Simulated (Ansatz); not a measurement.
`C[O][Ga]([CH3])[Cl]` + HCl → `C[O][Ga]([Cl])[Cl]` + CH₄  (ligand exchange at a Ga–C bond)

Calculated with Ansatz (gas phase, PBE0-D4/def2-TZVP geometries, no zero-point term in ΔE). CBS: MP2 limit from def2 TZ/QZ plus the TZ coupled-cluster correction, frozen cores. This one scheme is used for every species. Functionals use def2-TZVPP. For Ga outer-core shells are correlated without core-valence functions, which leaves a few kJ/mol of doubt a bond. Scalar relativity is left out up to krypton. One conformer a species, not always the lowest.

CCSD(T)/CBS gives -113.3 kJ/mol.

Another level gave -115.0 kJ/mol. Which?
A. BHLYP-D4/def2-TZVPP
B. revPBE/def2-TZVPP
C. HF/def2-TZVPP
D. B2PLYP/def2-TZVPP

B. revPBE -115.0, BHLYP-D4 -126.7, B2PLYP -120.9, HF/def2-TZVPP -138.5 kJ/mol.

Largest T1 diagnostic among the species: 0.013.

In def2-TZVPP, CCSD(T) changes the Hartree–Fock value by +22.5 kJ/mol (the triples alone add +1.0 kJ/mol) and MP2 by +20.3 kJ/mol. From BLYP to BHLYP (50 % exact exchange), in def2-TZVPP and without D4, ΔE moves by −9.1 kJ/mol.
